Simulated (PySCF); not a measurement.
Compound: C3H8N2Si.
Z-matrix (Å and degrees, GFN2-xTB geometry), rows numbered from 1:
```
C 
N   1  1.4420
Si  2  1.7094  1  124.56
C   3  1.9323  2  117.78  1  -117.24
C   4  1.4906  3   81.20  2  -109.24
N   5  1.2754  4  110.44  3     1.88
H   1  1.0862  2  109.03  3    27.04
H   1  1.0921  2  110.19  3   146.17
H   1  1.0946  2  112.14  3   -92.94
H   2  1.0085  1  112.39  3   153.29
H   3  1.4576  2  115.32  1    23.40
H   4  1.0879  3  120.54  2   138.47
H   4  1.0879  3  118.04  2     1.47
H   5  1.0837  4  127.04  3  -178.33
```

Computed at PBE0/pcSseg-1 (PySCF, non-relativistic), with Q(14N) = 0.02044 b: N2, 14N (I = 1): χzz = -5.029 MHz, η = 0.341; N6, 14N (I = 1): χzz = -5.095 MHz, η = 0.792.

Where would the pure quadrupole (NQR) lines of 14N at N2 fall for the rigid, isolated species?

From ν± = (3/4)|χ|(1 ± η/3) and ν0 = |χ|η/2: ν+ 4.201 MHz, ν− 3.343 MHz, ν0 0.858 MHz (silicon-bound nitrogen).

Where would the pure quadrupole (NQR) lines of 14N at N6 fall for the rigid, isolated species?

From ν± = (3/4)|χ|(1 ± η/3) and ν0 = |χ|η/2: ν+ 4.830 MHz, ν− 2.812 MHz, ν0 2.019 MHz (C=N nitrogen).

In a crystal, neighbours and librations shift these lines. GFN2-xTB bond lengths can be off by several hundredths of an ångström, more for odd bonds, and the gradients follow them. These gradients aren't converged with respect to the basis.

One conformer stands for the species.
